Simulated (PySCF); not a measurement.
GeF₂Cl₂, SMILES [Cl][Ge]([F])([Cl])[F].

Geometry: B3LYP-D3(BJ)/def2-SVP.

Two levels are set side by side: TDA-PBE/def2-SVPD (PySCF) and TDA-M06-2X/def2-SVPD (PySCF). Vertical, same geometry. The lowest singlet is HOMO→LUMO 99 % with PBE and HOMO→LUMO 91 % with the other functional; states are paired by order. Differences are taken from unrounded values.

| quantity | TDA-PBE |
|---|---|
| lowest singlet excitation (eV) | 5.48 |
| lowest triplet excitation (TDA) (eV) | 5.06 |
| first bright state (f over 0.05) (eV) | 7.13 |
| its oscillator strength | 0.13 |

Task: These are the TDA-PBE values. What does TDA-M06-2X give? (Estimate from the structure and the level; the computed values follow.)

Result: 
```tsv
quantity	TDA-M06-2X	TDA-PBE minus TDA-M06-2X
lowest singlet excitation (eV)	6.94	-1.45
lowest triplet excitation (TDA) (eV)	6.43	-1.37
first bright state (f over 0.05) (eV)	8.93	-1.79
its oscillator strength	0.28	-0.14
```

A lower first singlet is the usual sign of a functional without exact exchange. Differences between two approximate levels are no errors against the true value.

Rough cost on one machine, each run with all the roots and properties that it gave: TDA-M06-2X against TDA-PBE about 10 times.
